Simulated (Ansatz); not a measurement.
Isomers of Cu₄⁻ (doublet), relaxed with r2SCAN-D4/def2-SVPD; total energies from Ansatz at PBE-QIDH/def2-TZVPD.

```csv
isomer,description,energy (Eh)
A,point group not assigned; 4 × Cu–Cu 2.24 to 2.31 Å,-6560.02987
B,point group D2h; 5 × Cu–Cu 2.31 to 2.35 Å,-6560.04197
```

Correlated methods freeze 36 core orbitals.

The isomers come from a short search, and lower ones may exist.

Work out the relative energies (1 Eh = 2625.5 kJ/mol) and the Boltzmann populations at 1200 K from electronic energies alone (R = 8.314 J/mol/K).

ΔE: A 31.8, B 0.0 kJ/mol. RT = 9.98 kJ/mol. Factors exp(−ΔE/RT): A 0.0413, B 1; sum 1.041. Populations: A 4.0 %, B 96.0 %. Zero-point energy, vibrational entropy and symmetry numbers are left out and can shift these; an error of 4 kJ/mol changes a ratio by a factor of 1.5. Over the other density-functional and correlated levels in def2 sets, the gap between B and A ranges from 27 to 42 kJ/mol.
